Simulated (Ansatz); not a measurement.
Mulliken charges of CHNSe, SMILES `N=C=[Se]` from r2SCAN/def2-TZVPP in Ansatz (PBE0-D4/def2-TZVP geometry).

```json
{"atom": "N1", "x (Å)": "-0.418", "y (Å)": "0.463", "z (Å)": "-0.563", "charge (e)": "-0.225"}
{"atom": "C2", "x (Å)": "0.335", "y (Å)": "-0.177", "z (Å)": "0.103", "charge (e)": "0.057"}
{"atom": "Se3", "x (Å)": "1.527", "y (Å)": "-1.063", "z (Å)": "0.954", "charge (e)": "-0.058"}
{"atom": "H4", "x (Å)": "-1.388", "y (Å)": "0.716", "z (Å)": "-0.514", "charge (e)": "0.226"}
```

**Question.** By hand: the dipole of these point charges (1 e Å = 4.8032 D).

**Answer.** Σ q r = (-0.289, 0.109, -0.039) e Å, of length 0.311 e Å = 1.49 D.

**Question.** How does the dipole of the full density compare? (An estimate is asked.)

**Answer.** Computed: (-0.419, 0.149, -0.042) e Å, 2.15 D; the point charges give 0.69 times that, at 2° from its direction.

Point charges leave out the atoms' own dipoles, such as those of lone pairs, and Mulliken's split depends on the basis, so the two needn't agree.
